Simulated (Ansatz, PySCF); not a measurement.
Gas-phase reaction R1 → 2 P1 + 4 P2 + P3, each structure at its B3LYP-D3(BJ)/def2-TZVP stationary point, reached from a drawn start (curvature not checked).
R1: H2O4S (SMILES O=S(=O)(O)O), charge 0, multiplicity 1.
P1: H atom, charge 0, multiplicity 2.
P2: O atom, charge 0, multiplicity 3.
P3: S atom, charge 0, multiplicity 3.

```csv
level,reaction energy (kcal/mol),minus CCSD(T)/cc-pV(Q+d)Z,cost
HF/cc-pV(D+d)Z,278.95,-309.67,-
HF/cc-pV(T+d)Z,322.69,-265.94,-
HF/cc-pV(Q+d)Z,326.06,-262.57,-
SVWN5/def2-TZVPP,753.23,164.60,×0.7
PBE/def2-TZVPP,626.40,37.77,×1
BLYP/def2-TZVPP,593.69,5.06,×1
revPBE/def2-TZVPP,589.79,1.16,×1
r2SCAN/def2-TZVPP,604.56,15.93,×2
B97M-V/def2-TZVPP,597.65,9.02,×2
B3LYP/def2-TZVPP,581.37,-7.25,×1
PBE0/def2-TZVPP,590.55,1.92,×1
BHLYP/def2-TZVPP,535.30,-53.32,×1
M06-2X/def2-TZVPP,594.54,5.91,-
CAM-B3LYP/def2-TZVPP,591.04,2.41,×1
wB97X-V/def2-TZVPP,598.36,9.73,×2
wB97M-V/def2-TZVPP,599.81,11.18,×2
B2PLYP/def2-TZVPP,584.72,-3.91,×2
MP2/cc-pV(D+d)Z,526.73,-61.90,-
MP2/cc-pV(T+d)Z,606.93,18.30,-
MP2/cc-pV(Q+d)Z,626.98,38.35,-
SCS-MP2/cc-pV(D+d)Z,510.33,-78.30,-
SCS-MP2/cc-pV(T+d)Z,589.80,1.18,-
SCS-MP2/cc-pV(Q+d)Z,610.80,22.17,-
CCSD/cc-pV(D+d)Z,481.00,-107.63,-
CCSD/cc-pV(T+d)Z,549.19,-39.44,-
CCSD/cc-pV(Q+d)Z,567.37,-21.25,-
CCSD(T)/cc-pV(D+d)Z,494.10,-94.53,×2
CCSD(T)/cc-pV(T+d)Z,568.85,-19.77,×10
CCSD(T)/cc-pV(Q+d)Z,588.63,0.00,×700*
```

 The comparison column counts from a level with limits of its own.

P less R. No zero-point or thermal terms; singlets are restricted closed shells; open shells are unrestricted; no spin–orbit coupling. One arrangement of each flexible species, with no search for the lowest.

Frozen-core correlation throughout.

Programs: Ansatz (Gaussian orbitals); PySCF for M06-2X. Each number belongs to the level named beside it.

Costs are rough ratios of core time to PBE/def2-TZVPP (about 3 s over the structures, on one shared machine); a dash marks a level with no comparable run of its own. A star marks coupled-cluster runs past 200 virtual orbitals, where the program's memory plan changes under this machine's limit, so their costs aren't comparable with smaller runs.

Ansatz is a first-principles code.
